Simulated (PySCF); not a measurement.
Job for PySCF: R-MP2/6-31G* on CH6S2 (a complex), monomers drawn apart or pushed together.

```python
from pyscf import gto, scf, dft, mp
from pyscf.data.elements import chemcore

mol = gto.M(
    atom='''
    S     0.59624197    0.39125548    0.22883725
    H     0.16097036    0.80605790    1.43809472
    H    -0.63877004    0.04382232   -0.16652665
    C    -0.49467933   -1.32344971    4.69994630
    S    -0.54452315    0.46906449    5.03116100
    H    -0.08661337   -1.86551814    5.54981002
    H    -1.52825467   -1.63054637    4.54955473
    H     0.07251245   -1.53632273    3.79629692
    H     0.77502998    0.64271192    5.21187729
    ''',
    basis='6-31g*',
    cart=True,
    charge=0, spin=0, verbose=3, max_memory=1800)
mf = scf.RHF(mol)
mf.conv_tol = 1e-8
mf.max_cycle = 100
mf.kernel()
if not mf.converged:
    mf = mf.newton().run(mf.mo_coeff, mf.mo_occ)
pt = mp.MP2(mf, frozen=chemcore(mol)).run()
```

Output:

```
converged SCF energy = -836.368016827879
E(RMP2) = -836.742823571635  E_corr = -0.374806743755352
E(SCS-RMP2) = -836.746805272872  E_corr = -0.378788444992605
```

The calculation finished and met its thresholds.

Cost: around 0.3 core-seconds (rough).
